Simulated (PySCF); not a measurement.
PySCF input (TPSS/def2-TZVPD):

```python
from pyscf import gto, scf, dft

mol = gto.M(
    atom='''
    Si   -0.97543268    0.10959893    0.19520595
    P     1.13449721   -0.18862683   -0.28607200
    H    -1.82183741   -0.82343493   -0.62787256
    H    -1.62420637    1.45445963   -0.06147326
    H    -1.47167320   -0.15189419    1.60261794
    H     1.55631634    0.81588701    0.64492459
    ''',
    basis='def2-tzvpd',
    charge=-1,
    spin=0,
    verbose=4,
)

mf = dft.RKS(mol, xc='tpss').density_fit(auxbasis='def2-universal-jkfit')
mf.grids.level = 3
mf.conv_tol = 1e-9
mf.max_cycle = 100
mf.max_memory = 1500
mf.kernel()
if not mf.converged:
    mf = mf.newton()
    mf.kernel(mf.make_rdm1())
mf.analyze()
```

Output:

```
PySCF version 2.14.0

[INPUT] verbose = 4
[INPUT] num. atoms = 6
[INPUT] num. electrons = 34
[INPUT] charge = -1
[INPUT] spin (= nelec alpha-beta = 2S) = 0
[INPUT] symmetry False subgroup None
[INPUT] Mole.unit = angstrom
[INPUT] Symbol           X                Y                Z      unit          X                Y                Z       unit  Magmom
[INPUT]  1 Si    -0.975432680000   0.109598930000   0.195205950000 AA   -1.843300618151   0.207111961245   0.368885783386 Bohr   0.0
[INPUT]  2 P      1.134497210000  -0.188626830000  -0.286072000000 AA    2.143889015983  -0.356453048445  -0.540597731907 Bohr   0.0
[INPUT]  3 H     -1.821837410000  -0.823434930000  -0.627872560000 AA   -3.442773748387  -1.556066499100  -1.186507179530 Bohr   0.0
[INPUT]  4 H     -1.624206370000   1.454459630000  -0.061473260000 AA   -3.069305209074   2.748530359936  -0.116167625384 Bohr   0.0
[INPUT]  5 H     -1.471673200000  -0.151894190000   1.602617940000 AA   -2.781059292862  -0.287038419013   3.028508988915 Bohr   0.0
[INPUT]  6 H      1.556316340000   0.815887010000   0.644924590000 AA    2.941011645785   1.541802997490   1.218730846097 Bohr   0.0

nuclear repulsion = 82.5594967869172
number of shells = 50
number of NR pGTOs = 182
number of NR cGTOs = 122
basis = def2-tzvpd
ecp = {}

******** <class 'pyscf.df.df_jk.DFRKS'> ********
method = DFRKS
initial guess = minao
damping factor = 0
level_shift factor = 0
DIIS = <class 'pyscf.scf.diis.CDIIS'>
diis_start_cycle = 1
diis_space = 8
diis_damp = 0
SCF conv_tol = 1e-09
SCF conv_tol_grad = None
SCF max_cycles = 100
direct_scf = False
XC library pyscf.dft.libxc version 7.1.2
    S. Lehtola, C. Steigemann, M. J. T. Oliveira, and M. A. L. Marques,  SoftwareX 7, 1–5 (2018)
XC functionals = tpss
    J. Tao, J. P. Perdew, V. N. Staroverov, and G. E. Scuseria,  Phys. Rev. Lett. 91, 146401 (2003)
    J. P. Perdew, J. Tao, V. N. Staroverov, and G. E. Scuseria,  J. Chem. Phys. 120, 6898 (2004)
    J. Tao, J. P. Perdew, V. N. Staroverov, and G. E. Scuseria,  Phys. Rev. Lett. 91, 146401 (2003)
    J. P. Perdew, J. Tao, V. N. Staroverov, and G. E. Scuseria,  J. Chem. Phys. 120, 6898 (2004)
radial grids:
    Treutler-Ahlrichs [JCP 102, 346 (1995); DOI:10.1063/1.469408] (M4) radial grids

becke partition: Becke, JCP 88, 2547 (1988); DOI:10.1063/1.454033
pruning grids: <function nwchem_prune>
grids dens level: 3
symmetrized grids: False
atomic radii adjust function: <function treutler_atomic_radii_adjust>
small_rho_cutoff = 0
Set gradient conv threshold to 3.16228e-05
Initial guess from minao.
tot grids = 77592
init E= -633.108236090411
  HOMO = -0.226457115343401  LUMO = -0.0498834118923206  gap/eV = 4.80482
cycle= 1 E= -633.290523445524  delta_E= -0.182  |g|= 0.346  |ddm|= 1.74
  HOMO = 0.117808143749047  LUMO = 0.151653938049233  gap/eV = 0.92099
[...]
cycle= 10 E= -633.345893799778  delta_E= -1.37e-10  |g|= 2.25e-06  |ddm|= 3.3e-05
  HOMO = 0.0319401214058015  LUMO = 0.139158206276882  gap/eV = 2.91755
Extra cycle  E= -633.345893799776  delta_E= 1.59e-12  |g|= 2e-06  |ddm|= 4.81e-06
converged SCF energy = -633.345893799776
**** SCF Summaries ****
Total Energy =                        -633.345893799775922
Nuclear Repulsion Energy =              82.559496786917222
One-electron Energy =                -1047.380693831755480
Two-electron Energy =                  331.475303245062435
Two-electron Coulomb Energy =          377.359800303642203
DFT Exchange-Correlation Energy =      -45.884497058579754
HOMO-LUMO gap [eV] =                     2.917552695752086
**** MO energy ****
MO #1   energy= -76.3389648601439  occ= 2
MO #2   energy= -65.4807399918453  occ= 2
MO #3   energy= -6.11522764197743  occ= 2
MO #4   energy= -4.91563930776502  occ= 2
MO #5   energy= -4.29423429126407  occ= 2
MO #6   energy= -4.29202397581789  occ= 2
MO #7   energy= -4.2881798287838   occ= 2
MO #8   energy= -3.29032229144161  occ= 2
MO #9   energy= -3.28978510642348  occ= 2
MO #10  energy= -3.28838251916483  occ= 2
MO #11  energy= -0.353398424296284 occ= 2
MO #12  energy= -0.270849214483254 occ= 2
MO #13  energy= -0.139549470616268 occ= 2
MO #14  energy= -0.125310612564398 occ= 2
MO #15  energy= -0.0964599400319912 occ= 2
MO #16  energy= -0.0406142429299976 occ= 2
MO #17  energy= 0.0319401214058015 occ= 2
MO #18  energy= 0.139158206276882  occ= 0
MO #19  energy= 0.152768600420651  occ= 0
MO #20  energy= 0.182479628777955  occ= 0
MO #21  energy= 0.188293742864236  occ= 0
MO #22  energy= 0.193438663638835  occ= 0
MO #23  energy= 0.211323640152418  occ= 0
MO #24  energy= 0.21424506053193   occ= 0
MO #25  energy= 0.215030410854157  occ= 0
MO #26  energy= 0.237287965624958  occ= 0
MO #27  energy= 0.252042051429763  occ= 0
MO #28  energy= 0.253948212024846  occ= 0
MO #29  energy= 0.259506911695284  occ= 0
MO #30  energy= 0.270687197195413  occ= 0
MO #31  energy= 0.285184124419678  occ= 0
MO #32  energy= 0.298574885861075  occ= 0
MO #33  energy= 0.31195063508086   occ= 0
MO #34  energy= 0.333886524336631  occ= 0
MO #35  energy= 0.345229798684376  occ= 0
MO #36  energy= 0.350235465297647  occ= 0
MO #37  energy= 0.378155009113748  occ= 0
MO #38  energy= 0.386284126744717  occ= 0
MO #39  energy= 0.405516782198146  occ= 0
MO #40  energy= 0.406363072597128  occ= 0
MO #41  energy= 0.41138766370779   occ= 0
MO #42  energy= 0.425323580932124  occ= 0
MO #43  energy= 0.430869286135669  occ= 0
MO #44  energy= 0.448708733400888  occ= 0
MO #45  energy= 0.474372165622604  occ= 0
MO #46  energy= 0.506794679102695  occ= 0
MO #47  energy= 0.51132156087483   occ= 0
MO #48  energy= 0.521774520575305  occ= 0
MO #49  energy= 0.533416662396477  occ= 0
MO #50  energy= 0.545272360982953  occ= 0
MO #51  energy= 0.557476049080982  occ= 0
MO #52  energy= 0.558129575527783  occ= 0
MO #53  energy= 0.577797989300915  occ= 0
MO #54  energy= 0.596509980866686  occ= 0
MO #55  energy= 0.606981240232958  occ= 0
MO #56  energy= 0.612319328479423  occ= 0
MO #57  energy= 0.617434987382497  occ= 0
MO #58  energy= 0.630383807168949  occ= 0
MO #59  energy= 0.670736260208352  occ= 0
MO #60  energy= 0.716146630142942  occ= 0
MO #61  energy= 0.727145988007869  occ= 0
MO #62  energy= 0.740067553132372  occ= 0
MO #63  energy= 0.793525181401845  occ= 0
MO #64  energy= 0.832679179930583  occ= 0
MO #65  energy= 0.85109922081401   occ= 0
MO #66  energy= 0.882325783743004  occ= 0
MO #67  energy= 0.894027505610004  occ= 0
MO #68  energy= 1.03369243084146   occ= 0
MO #69  energy= 1.1756200238418    occ= 0
MO #70  energy= 1.19935444060374   occ= 0
MO #71  energy= 1.20890685919938   occ= 0
MO #72  energy= 1.22210205090087   occ= 0
MO #73  energy= 1.27662811033364   occ= 0
MO #74  energy= 1.28484495796353   occ= 0
MO #75  energy= 1.32613671006393   occ= 0
MO #76  energy= 1.33231118748254   occ= 0
MO #77  energy= 1.33707178613593   occ= 0
MO #78  energy= 1.36387699658436   occ= 0
MO #79  energy= 1.40471043850458   occ= 0
MO #80  energy= 1.45801367097281   occ= 0
MO #81  energy= 1.50576051352887   occ= 0
MO #82  energy= 1.56588597391592   occ= 0
MO #83  energy= 1.57068087811936   occ= 0
MO #84  energy= 1.57937997195899   occ= 0
MO #85  energy= 1.58691016649776   occ= 0
MO #86  energy= 1.60180162523294   occ= 0
MO #87  energy= 1.64987817840542   occ= 0
MO #88  energy= 1.65352738702416   occ= 0
MO #89  energy= 1.69911023534338   occ= 0
MO #90  energy= 1.72496567114792   occ= 0
MO #91  energy= 1.75020082074292   occ= 0
MO #92  energy= 1.82332996729467   occ= 0
MO #93  energy= 1.85275087097299   occ= 0
MO #94  energy= 1.9176455004138    occ= 0
MO #95  energy= 1.97235676129181   occ= 0
MO #96  energy= 2.00156578802919   occ= 0
MO #97  energy= 2.0492194427295    occ= 0
MO #98  energy= 2.09964753183786   occ= 0
MO #99  energy= 2.125648648318     occ= 0
MO #100 energy= 2.13127030564952   occ= 0
MO #101 energy= 2.18956508617311   occ= 0
MO #102 energy= 2.21950468013901   occ= 0
MO #103 energy= 2.24564070815199   occ= 0
MO #104 energy= 2.3297224548665    occ= 0
MO #105 energy= 2.37672649275603   occ= 0
MO #106 energy= 2.41660274873991   occ= 0
MO #107 energy= 2.64173656906924   occ= 0
[...]
```

It need not be the lowest isomer of its formula. Whether it binds its extra electron was not tested at this geometry.
